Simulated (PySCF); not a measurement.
In(F)(Cl)(vinyl) (C2H3ClFIn), SMILES C=[CH][In]([F])[Cl]. Atoms are numbered in the order given.

```xyz
8

In     0.3272     0.0642     0.0000
F      1.9446     1.1764     0.0000
Cl    -1.6340     1.3754     0.0000
C      0.2519    -2.0651     0.0000
C     -0.9296    -2.6924     0.0000
H      1.1904    -2.6291     0.0000
H     -0.9944    -3.7880     0.0000
H     -1.8838    -2.1542     0.0000
```

Coordinates come from a B3LYP-D3(BJ)/def2-SVP optimisation. The structure was generated by enumeration; whether it is a known compound was not checked. The def2 effective core potentials stand for the cores of In; spin–orbit coupling is left out. One conformer was computed; it need not be the lowest.

Computed with ωB97X/def2-TZVP (PySCF).

ESP charges are fitted to the potential on shells at 1.4 to 2.0 van der Waals radii. Atomic charges (e):

```tsv
atom	ESP fit	Mulliken	Löwdin
In1	1.01	0.98	0.34
F2	-0.48	-0.48	-0.27
Cl3	-0.36	-0.38	[?]
C4	-0.42	-0.34	-0.35
C5	-0.29	-0.26	[?]
H6	0.20	0.17	[?]
H7	0.20	0.14	0.13
H8	0.14	0.16	0.14
```

What belongs in the gaps? (The exact figures need the calculation; the answer reports its results.)


- Cl3, Löwdin: 0.05
- C5, Löwdin: -0.18
- H6, Löwdin: 0.15
